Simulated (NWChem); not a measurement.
# TiH2SO2; SMILES [OH][Ti]([OH])=[S]

```xyz
6

Ti    -0.2621    -0.3317     0.0000
S      0.0852     1.7250     0.0000
O      0.2110    -1.1774    -1.5245
H      0.5134    -0.7322    -2.3372
O      0.2110    -1.1774     1.5245
H      0.5134    -0.7322     2.3372
```
Atoms are numbered in this order, from 1.

Computed with NWChem. Medium grid unless said otherwise, to which SCAN and Minnesota functionals are sensitive. All runs use the structure optimised with PBE-D3(BJ)/def2-SVP. B3LYP is NWChem's, with the RPA form of VWN correlation. Total energies of different functionals are on different scales.

```tsv
level	energy (Ha)	highest occupied level (eV)	orbital gap (eV)	dipole (D)
B3LYP/def2-SVP	-1399.1249	?	?	?
CAM-B3LYP/def2-SVP	-1399.0720	-8.19	6.45	2.18
MN15-L/def2-SVP	-1398.7932	-6.09	2.96	2.53
M06-2X/def2-SVP	-1398.9563	-8.12	6.11	2.20
r2SCAN0/def2-SVP	-1398.9040	-7.19	4.54	2.31
```

### Question
What belongs in the gaps?

### Answer

- B3LYP/def2-SVP, highest occupied level (eV): -6.64
- B3LYP/def2-SVP, orbital gap (eV): 3.64
- B3LYP/def2-SVP, dipole (D): 2.14
